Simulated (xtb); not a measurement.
CH3O2, charge +1, singlet, geometry from GFN2-xTB, atoms displaced at random by about 0.1 Å a coordinate. Base run: GFN2-xTB (xtb).

xtb was given this input:
```
$ xtb mol.xyz --gfn 2 --chrg 1 --opt --json

# file mol.xyz
6

O     -1.06388061    -0.29108897    -0.08687668
C     -0.08267131     0.33141428    -0.18875045
O      1.22429585     0.27522394     0.07024765
H     -0.76621946    -1.28895941     0.05811578
H     -0.36619912     1.41913235    -0.06618007
H      1.37522519    -0.86001141     0.20722325
```

Each row names what was changed in the base input (with any setting that the change needs).

| change | ΔE vs base (kcal/mol) | optimiser steps |
|---|---|---|
| base | 0.000 | 9 |
| opt level = sloppy | 0.005 | 7 |
| engine = inertial | 0.007 | - |
| opt level = lax | 0.000 | 8 |
| engine = lbfgs | 0.000 | - |
| alpb = acetonitrile | ? | 9 |
| opt level = tight | 0.000 | 9 |
| opt level = vtight | 0.000 | 11 |
| opt level = loose | 0.005 | 7 |
| alpb = ether | ? | 9 |

Problem. Fill in the missing entries.

Solution. 
- alpb = acetonitrile, ΔE vs base (kcal/mol): -69.0
- alpb = ether, ΔE vs base (kcal/mol): -63.2
